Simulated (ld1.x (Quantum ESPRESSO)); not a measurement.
# Sc: one change to an RRKJ potential, before and after

ld1.x (Quantum ESPRESSO) 7.5 input, shortened:

```
&input
   title='Sc', zed=21., rel=1, dft='PBE', iswitch=3,
   config='[Ar] 3d1 4s2 4p0'
 /
 &inputp
   pseudotype=2, tm=.false., lloc=0,
   nlcc=.false.
 /
3
3P  2  1   6.00   0.00  1.20  1.20  0.0
3D  3  2   1.00   0.00  2.00  2.00  0.0
3S  1  0   2.00   0.00  1.20  1.20  0.0
 &test
   configts(1)='3s2 3p6 3d1 4s2 4p0'
 /
```

Occupied shells without a wave of their own: 4s. They enter only through the test configuration that unscreens the potential.

All-electron outer shells of the reference configuration (PBE, scalar-relativistic, ld1.x):

| shell | level (eV) | outermost node (bohr) | outermost maximum (bohr) |
| --- | --- | --- | --- |
| 2s | -474.33 | 0.10 | 0.28 |
| 2p | -388.26 | – | 0.23 |
| 3s | -55.04 | 0.42 | 0.92 |
| 3p | -33.63 | 0.39 | 0.97 |
| 4s | -4.18 | 1.33 | 3.14 |
| 3d | -3.23 | – | 1.10 |
| 4p | -1.47 | 1.49 | 4.03 |

Change: wave 3d (bound): rc 2.00 bohr becomes 3d (bound): rc 1.72 bohr.

Cutoffs: the cutoffs (Ry, on a coarse ladder) from which the occupation-weighted sum of valence levels, in a spherical-Bessel basis at the reference potential, stays within 10 and 1 mRy of its value at 400 Ry; they do not see the model core or the augmentation charge, which bear on the density cutoff. Errors are all-electron minus pseudo energies relative to the spin-unpolarised reference configuration.

**Question.** Predict the effect on cutoff, ghosts and configuration errors.

**Answer.** The potential gets neither clearly harder nor softer (100 Ry and 160 Ry → 100 Ry and 160 Ry); the s channel sets the loose cutoff, while the largest relative change is in d, which becomes harder; of the 7 tests that both files solve, the error grows in 2 and shrinks in 1 by more than 15 % and 0.3 meV (median size 118.9 → 82.0 meV); neither file shows a bound ghost.

| quantity | base | changed |
| --- | --- | --- |
| cutoff, loose | 100 Ry | 100 Ry |
| cutoff, tight | 160 Ry | 160 Ry |
| loose cutoff by channel (10 mRy a level) | p 70 Ry, d 35 Ry, s 80 Ry | p 70 Ry, d 50 Ry, s 80 Ry |
| bound ghosts | none | none |
| largest miss of a reference level, eV | 0.06 | 0.06 |
| error for 3s2 3p6 3d1 4s1 4p0, meV [ΔE 6.90 eV] | -82 | -82 |
| error for 3s2 3p6 3d1 4s0 4p0, meV [ΔE 19.66 eV] | -222 | -222 |
| error for 3s2 3p6 3d0 4s0 4p0, meV [ΔE 44.54 eV] | -224 | -300 |
| error for 3s2 3p6 3d1 4s0 4p1, meV [ΔE 10.33 eV] | -161 | -161 |
| error for 3s2 3p6 3d1 4s1.5 4p0, meV [ΔE 2.75 eV] | -35 | -35 |
| error for 3s2 3p6 3d0 4s2 4p1, meV [ΔE 3.46 eV] | +119 | +64 |
| error for 3s2 3p6 3d2 4s1 4p0, meV [ΔE 1.67 eV] | -25 | -38 |

Base: The 4s level has no wave, so the channel is fitted at the deeper level alone: the likely source of the large errors. Changed file: The 4s level has no wave, so the channel is fitted at the deeper level alone: the likely source of the large errors.
